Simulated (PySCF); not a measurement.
## Molecular orbitals of ZnN

LC-ωPBE at R = 2.111 Å; basis Zn x2c-SVPall, N x2c-SVPall; spin-free X2C with a Gaussian nucleus; PySCF 2.14. State: ⁴Σ⁻ (quartet), unpaired electrons σ ↑, π ↑↑. Only the outer orbitals are listed, counted within each symmetry.

```tsv
spin	orbital	occ.	ε (eV)	on Zn (%)	main shells (%)
α	9σ	1	-12.35	32	66 N p, 27 Zn s
α	4π	1	-12.01	4	96 N p
α	4π	1	-12.01	4	96 N p
α	10σ	1	-8.62	82	67 Zn s, 18 N p, 14 Zn p
α	5π	0	3.32	98	97 Zn p
α	5π	0	3.32	98	97 Zn p
α	11σ	0	4.26	101	99 Zn s
β	9σ	1	-9.61	59	56 Zn s, 36 N p
β	10σ	0	-0.37	65	47 Zn s, 36 N p, 16 Zn p
β	4π	0	0.91	21	79 N p, 18 Zn p
β	4π	0	0.91	21	79 N p, 18 Zn p
```

Which are the highest filled and the lowest empty level, where do they sit, and how wide is the gap?

Highest filled α 10σ at -8.62 eV (in %: 67 Zn s, 18 N p, 14 Zn p); lowest empty β 10σ at -0.37 eV (in %: 47 Zn s, 36 N p, 16 Zn p); the gap at LC-ωPBE is 8.25 eV.

The bond order (Mayer) is 0.80, the ⟨S²⟩ is 3.784 and the charge on Zn (Mulliken, basis-dependent) is 0.13. The charge on Zn (Löwdin, basis-dependent) is 0.07. The dipole moment (positive dipole means Zn(−)N(+)) is -1.68 D.

Shares are Mulliken populations and can fall outside 0 to 100 %.

The state was picked by a PBE0 search and need not be the measured ground state.
